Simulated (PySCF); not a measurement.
Atomic charges against the basis set

Compound: CH3FO2Si.
Bonds: O1–C2 (double), C2–O3, O3–Si4, Si4–F5. Hydrogens: H6 on C2; H7, H8 on Si4.

PBE0 throughout (PySCF), one geometry, spherical d and f functions. Geometry: PBE0-D3(BJ)/def2-SVP, one conformer, isolated molecule. Atoms taken as equivalent share a column and are averaged.

Mulliken charges (e):

```json
{"basis": "pcSseg-0", "functions": "55", "O1": "-0.482", "C2": "+0.503", "O3": "-0.784", "Si4": "+1.198", "F5": "-0.500", "H6": "+0.246", "H7/H8": "-0.091"}
{"basis": "6-31G*", "functions": "80", "O1": "-0.406", "C2": "+0.391", "O3": "-0.528", "Si4": "+0.919", "F5": "-0.402", "H6": "+0.178", "H7/H8": "-0.076"}
{"basis": "cc-pVDZ", "functions": "89", "O1": "-0.254", "C2": "+0.286", "O3": "-0.357", "Si4": "+0.697", "F5": "-0.310", "H6": "+0.052", "H7/H8": "-0.058"}
{"basis": "def2-SVP", "functions": "89", "O1": "-0.270", "C2": "+0.314", "O3": "-0.416", "Si4": "+0.814", "F5": "-0.339", "H6": "+0.054", "H7/H8": "-0.078"}
{"basis": "pcSseg-1", "functions": "107", "O1": "-0.411", "C2": "+0.445", "O3": "-0.556", "Si4": "+1.020", "F5": "-0.419", "H6": "+0.126", "H7/H8": "-0.102"}
{"basis": "aug-cc-pVDZ", "functions": "146", "O1": "-0.412", "C2": "+0.779", "O3": "-0.671", "Si4": "+0.621", "F5": "-0.625", "H6": "-0.222", "H7/H8": "+0.265"}
{"basis": "6-311+G(2d,p)", "functions": "161", "O1": "-0.401", "C2": "+0.355", "O3": "-0.585", "Si4": "+1.024", "F5": "-0.455", "H6": "+0.139", "H7/H8": "-0.039"}
{"basis": "def2-TZVP", "functions": "179", "O1": "-0.309", "C2": "+0.237", "O3": "-0.297", "Si4": "+0.590", "F5": "-0.313", "H6": "+0.116", "H7/H8": "-0.012"}
{"basis": "cc-pVTZ", "functions": "196", "O1": "-0.300", "C2": "+0.252", "O3": "-0.262", "Si4": "+0.566", "F5": "-0.280", "H6": "+0.084", "H7/H8": "-0.030"}
{"basis": "IGLO-III", "functions": "214", "O1": "-0.446", "C2": "+0.400", "O3": "-0.495", "Si4": "+1.222", "F5": "-0.473", "H6": "+0.102", "H7/H8": "-0.155"}
```

IAO charges (e):

| basis | functions | O1 | C2 | O3 | Si4 | F5 | H6 | H7/H8 |
| --- | --- | --- | --- | --- | --- | --- | --- | --- |
| pcSseg-0 | 55 | -0.411 | +0.359 | -0.538 | +1.117 | -0.482 | +0.147 | -0.097 |
| 6-31G* | 80 | -0.433 | +0.412 | -0.576 | +1.250 | -0.516 | +0.136 | -0.136 |
| cc-pVDZ | 89 | -0.425 | +0.406 | -0.568 | +1.232 | -0.515 | +0.135 | -0.132 |
| def2-SVP | 89 | -0.426 | +0.407 | -0.568 | +1.247 | -0.515 | +0.132 | -0.138 |
| pcSseg-1 | 107 | -0.438 | +0.411 | -0.577 | +1.260 | -0.524 | +0.141 | -0.136 |
| aug-cc-pVDZ | 146 | -0.444 | +0.415 | -0.573 | +1.245 | -0.529 | +0.142 | -0.128 |
| 6-311+G(2d,p) | 161 | -0.446 | +0.416 | -0.582 | +1.276 | -0.533 | +0.144 | -0.138 |
| def2-TZVP | 179 | -0.445 | +0.420 | -0.585 | +1.290 | -0.535 | +0.140 | -0.142 |
| cc-pVTZ | 196 | -0.442 | +0.418 | -0.582 | +1.276 | -0.532 | +0.140 | -0.139 |
| IGLO-III | 214 | -0.446 | +0.417 | -0.584 | +1.285 | -0.535 | +0.142 | -0.140 |

Hirshfeld charges (e):

```json
{"basis": "pcSseg-0", "functions": "55", "O1": "-0.238", "C2": "+0.182", "O3": "-0.201", "Si4": "+0.530", "F5": "-0.220", "H6": "+0.068", "H7/H8": "-0.060"}
{"basis": "6-31G*", "functions": "80", "O1": "-0.239", "C2": "+0.190", "O3": "-0.192", "Si4": "+0.474", "F5": "-0.193", "H6": "+0.071", "H7/H8": "-0.056"}
{"basis": "cc-pVDZ", "functions": "89", "O1": "-0.227", "C2": "+0.181", "O3": "-0.182", "Si4": "+0.473", "F5": "-0.188", "H6": "+0.066", "H7/H8": "-0.062"}
{"basis": "def2-SVP", "functions": "89", "O1": "-0.236", "C2": "+0.189", "O3": "-0.183", "Si4": "+0.483", "F5": "-0.191", "H6": "+0.065", "H7/H8": "-0.063"}
{"basis": "pcSseg-1", "functions": "107", "O1": "-0.241", "C2": "+0.190", "O3": "-0.194", "Si4": "+0.493", "F5": "-0.200", "H6": "+0.072", "H7/H8": "-0.060"}
{"basis": "aug-cc-pVDZ", "functions": "146", "O1": "-0.239", "C2": "+0.183", "O3": "-0.199", "Si4": "+0.500", "F5": "-0.205", "H6": "+0.073", "H7/H8": "-0.057"}
{"basis": "6-311+G(2d,p)", "functions": "161", "O1": "-0.241", "C2": "+0.184", "O3": "-0.201", "Si4": "+0.505", "F5": "-0.207", "H6": "+0.074", "H7/H8": "-0.057"}
{"basis": "def2-TZVP", "functions": "179", "O1": "-0.239", "C2": "+0.186", "O3": "-0.195", "Si4": "+0.489", "F5": "-0.197", "H6": "+0.072", "H7/H8": "-0.059"}
{"basis": "cc-pVTZ", "functions": "196", "O1": "-0.236", "C2": "+0.185", "O3": "-0.191", "Si4": "+0.484", "F5": "-0.194", "H6": "+0.071", "H7/H8": "-0.060"}
{"basis": "IGLO-III", "functions": "214", "O1": "-0.241", "C2": "+0.183", "O3": "-0.194", "Si4": "+0.487", "F5": "-0.197", "H6": "+0.073", "H7/H8": "-0.055"}
```

ESP-fitted charges (e):

| basis | functions | O1 | C2 | O3 | Si4 | F5 | H6 | H7/H8 |
| --- | --- | --- | --- | --- | --- | --- | --- | --- |
| pcSseg-0 | 55 | -0.569 | +0.751 | -0.627 | +1.158 | -0.406 | +0.018 | -0.163 |
| 6-31G* | 80 | -0.466 | +0.547 | -0.410 | +0.700 | -0.264 | +0.042 | -0.075 |
| cc-pVDZ | 89 | -0.456 | +0.532 | -0.393 | +0.697 | -0.276 | +0.041 | -0.073 |
| def2-SVP | 89 | -0.488 | +0.599 | -0.438 | +0.775 | -0.289 | +0.025 | -0.093 |
| pcSseg-1 | 107 | -0.516 | +0.622 | -0.468 | +0.836 | -0.312 | +0.036 | -0.099 |
| aug-cc-pVDZ | 146 | -0.491 | +0.569 | -0.400 | +0.691 | -0.278 | +0.042 | -0.066 |
| 6-311+G(2d,p) | 161 | -0.487 | +0.546 | -0.402 | +0.727 | -0.291 | +0.053 | -0.073 |
| def2-TZVP | 179 | -0.485 | +0.556 | -0.394 | +0.709 | -0.277 | +0.044 | -0.076 |
| cc-pVTZ | 196 | -0.474 | +0.540 | -0.389 | +0.699 | -0.271 | +0.047 | -0.077 |
| IGLO-III | 214 | -0.481 | +0.544 | -0.385 | +0.676 | -0.270 | +0.049 | -0.067 |

Which scheme is steadiest as the basis changes?

Largest range over the bases for any column: Hirshfeld 0.06 e, IAO 0.17 e, ESP-fitted 0.48 e, Mulliken 0.66 e. Hirshfeld charges move least and Mulliken charges most, counted in e.

How much do the charges still move between the two largest bases, cc-pVTZ and IGLO-III?

At most, over all atoms: Mulliken 0.656 e, IAO 0.009 e, Hirshfeld 0.005 e, ESP-fitted 0.023 e.

What do the same runs give for the total energy, the frontier levels and the dipole moment?

```
        basis  energy (Eh)  HOMO (eV)  LUMO (eV)  μ (D)
     pcSseg-0    -578.3201      -9.01      -0.59   0.57
       6-31G*    -579.3434      -8.58      -0.16   0.44
      cc-pVDZ    -579.3740      -8.56      -0.23   0.49
     def2-SVP    -579.0542      -8.73      -0.36   0.46
     pcSseg-1    -579.3365      -8.86      -0.51   0.49
  aug-cc-pVDZ    -579.4047      -8.85      -0.68   0.54
6-311+G(2d,p)    -579.4789      -8.91      -0.69   0.52
    def2-TZVP    -579.5144      -8.84      -0.57   0.58
      cc-pVTZ    -579.4974      -8.78      -0.49   0.59
     IGLO-III    -579.5166      -8.87      -0.65   0.58
```

The dipole is fixed by the density alone, so its range of 0.15 D shows that the density itself changes with the basis, not only its division among atoms.
